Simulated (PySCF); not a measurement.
Cyclo-(SiH2)6.
Geometry (PBE0-D3(BJ)/def2-SVP, Å), atoms numbered from 1 in this order:
```xyz
18
Si6H12 angstrom
Si     1.239   -0.751   -1.700
H      2.036   -1.790   -2.426
H      1.225    0.501   -2.522
Si    -0.972   -1.471   -1.374
H     -0.969   -2.643   -0.441
H     -1.595   -1.894   -2.669
Si    -2.191    0.275   -0.387
H     -2.092    1.492   -1.254
H     -3.635   -0.096   -0.247
Si    -1.245    0.754    1.708
H     -2.042    1.795    2.431
H     -1.233   -0.496    2.532
Si     0.967    1.473    1.383
H      0.963    2.646    0.451
H      1.591    1.895    2.677
Si     2.184   -0.274    0.396
H      3.630    0.092    0.257
H      2.081   -1.491    1.263
```

The closed-shell ground state was solved at several levels (PySCF, density fitting, gas phase, non-relativistic). The dipole stays under 0.02 D at every level.

```csv
level,basis functions,total energy (Eh),HOMO (eV),LUMO (eV),gap (eV)
B3LYP/def2-SVPD,240,-1743.7648,-7.57,-0.93,6.64
PBE0/pcSseg-1,204,-1743.3871,-7.91,-0.76,7.15
```

(1) Estimate the row for wB97X-D/pcSseg-1, a basis of 204 functions; the other rows only guide the guess.

(2) Over all these levels, which gives the widest orbital gap and which the narrowest?

## Answers

(1) Total energy -1744.1025 Eh, HOMO -9.65 eV, LUMO 0.92 eV, gap 10.57 eV.

(2) wB97X-D/pcSseg-1 (range-separated hybrid) has the widest, 10.57 eV, and B3LYP/def2-SVPD (global hybrid, 20 % exact exchange) the narrowest, 6.64 eV. Functional and basis both differ between the two, so the spread mixes both effects.

One conformer stands for the species.

wB97X-D is run here without its empirical dispersion term; that term would change no orbital, density or response property at a fixed geometry.
